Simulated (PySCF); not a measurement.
**ZnSi⁺: energy against distance**

Set-up: basis Zn def2-SVPD, Si def2-SVPD; no relativity; PySCF 2.14. Energies in eV from Zn + Si⁺ in their ground configurations at the same level. All curves are PBE0. state 1: ²Π (doublet), unpaired electrons π ↑; state 2: ²Σ⁺ (doublet), unpaired electrons σ ↑, a second solution, started from another occupation; state 3: ⁴Σ⁻ (quartet), unpaired electrons σ ↑, π ↑↑, a second solution, started from another occupation.

```tsv
R (Å)	state 1	state 2	state 3
2.171	-1.708	0.1449	-0.4936
2.272	-1.944	-0.2502	-0.5591
2.373	-2.071	-0.5225	-0.5395
2.449	-2.116	-0.6664	-0.4894
2.525	-2.128	-0.7708	-0.4206
2.601	-2.115	-0.8437	-0.3412
2.702	-2.070	-0.9031	-0.2286
2.828	-1.985	-0.9330	-0.0899
2.979	-1.857	-0.9249	0.0612
3.182	-1.669	-0.8696	0.2270
```

**Question.** Put a parabola through the three lowest points of the state 1 curve and estimate Re, k and ωe (reduced mass 19.46 u; 1 eV/Å² = 0.16022 mdyn/Å; ωe = 1302.8·√(k/μ) cm⁻¹).

**Answer.** Through R = 2.449, 2.525, 2.601 Å the second-order coefficient is 2.16 eV/Å², so Re ≈ 2.523 Å, k ≈ 0.693 mdyn/Å and ωe ≈ 246 cm⁻¹. A polynomial fit of higher order to the unrounded PBE0 energies gives Re = 2.520 Å, k = 0.694 mdyn/Å, ωe = 246 cm⁻¹; anharmonicity and rounding make the difference.

The higher-order fit for each curve: state 1: Re = 2.520 Å, ωe = 246 cm⁻¹, De = 2.13 eV; state 2: Re = 2.870 Å, ωe = 161 cm⁻¹, minimum 0.93 eV below the ground-state fragments; state 3: Re = 2.293 Å, ωe = 324 cm⁻¹, minimum 0.56 eV below the ground-state fragments.

For an ion De counts to the pair picked by the measured ionisation energies or electron affinities, which need not be the lowest pair at this level. The state was picked by a PBE0 search and need not be the measured ground state.
